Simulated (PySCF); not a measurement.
Si(Cl)2(Me)(SiH3) (CH6Cl2Si2), SMILES C[Si]([SiH3])(Cl)Cl.

Coordinates come from a TPSSh-D3(BJ)/def2-SVP optimisation.

These are TDDFT-PBE/def2-SVPD run with PySCF values and carry that method's errors.

Vertical excitations.  State labels are in the subgroup Cs.

| state | symmetry | energy (eV) | λ (nm) | f | main pairs |
|---|---|---|---|---|---|
| S1 | A' | 5.97 | 208 | 0.031 | HOMO→LUMO 96 % |
| S2 | A" | 6.14 | 202 | 0.016 | HOMO→LUMO+1 95 % |
| S3 | A' | 6.57 | 189 | 0.087 | HOMO→LUMO+2 68 %, HOMO→LUMO+3 30 % |
| S4 | A" | 6.67 | 186 | 0.015 | HOMO−1→LUMO 92 % |
| S5 | A' | 6.74 | 184 | 0.007 | HOMO−1→LUMO+1 90 % |
| S6 | A' | 6.81 | 182 | 0.049 | HOMO→LUMO+3 63 %, HOMO→LUMO+2 22 % |
| S7 | A" | 6.83 | 182 | 0.005 | HOMO−2→LUMO 94 % |
| S8 | A' | 6.95 | 178 | 0.011 | HOMO−3→LUMO 88 % |
| S9 | A' | 7.02 | 177 | 0.069 | HOMO−2→LUMO+1 81 % |
| S10 | A" | 7.15 | 173 | 0.034 | HOMO−3→LUMO+1 88 % |
| T1 | A' | 5.43 | 228 | 0 | HOMO→LUMO 98 % |
| T2 | A" | 5.53 | 224 | 0 | HOMO→LUMO+1 98 % |
| T3 | A' | 6.17 | 201 | 0 | HOMO→LUMO+2 83 %, HOMO→LUMO+3 15 % |
| T4 | A" | 6.33 | 196 | 0 | HOMO−1→LUMO 98 % |
Triplets are in the Tamm–Dancoff approximation, which puts them higher than full response would, so one can lie above its singlet here.
